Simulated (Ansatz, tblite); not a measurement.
Cost and result up the ladder for SiICl₃ (5 atoms). Charge 0, multiplicity 1. Geometry: PBE-D4/def2-SVP.

```xyz
5

Si    0.0439    0.0266   -0.0389
I    -1.6191   -0.9799    1.4350
Cl   -0.8677    0.7703   -1.7276
Cl    1.4357   -1.3824   -0.5991
Cl    1.0072    1.5655    0.9306
```

Ansatz on 2 threads of AMD EPYC 7R13 on a shared host; xTB runs through tblite on one thread. Times are rough, summed over both states, and most runs start from the orbitals of an earlier one. PBE0-D4/def2-TZVP serves as the yardstick here, not as an exact answer. The other state is a doublet.

In the def2 sets I takes a core potential; there is no spin–orbit coupling. The xTB rows come from tblite.

Raw xTB energies of ions are shifted by several eV.

| level | functions | wall time | vertical IE (eV) | difference from PBE0-D4/def2-TZVP (eV) |
| --- | --- | --- | --- | --- |
| GFN1-xTB | 45 | 0.016 s | 14.61 | 4.29 |
| GFN2-xTB | 45 | 0.021 s | 14.91 | 4.59 |
| PBE0-D4/def2-TZVP | 198 | 25 s | 10.32 | 0.00 |
| r2SCAN-D4/def2-TZVP (with forces) | 198 | 33 s | 10.18 | -0.14 |
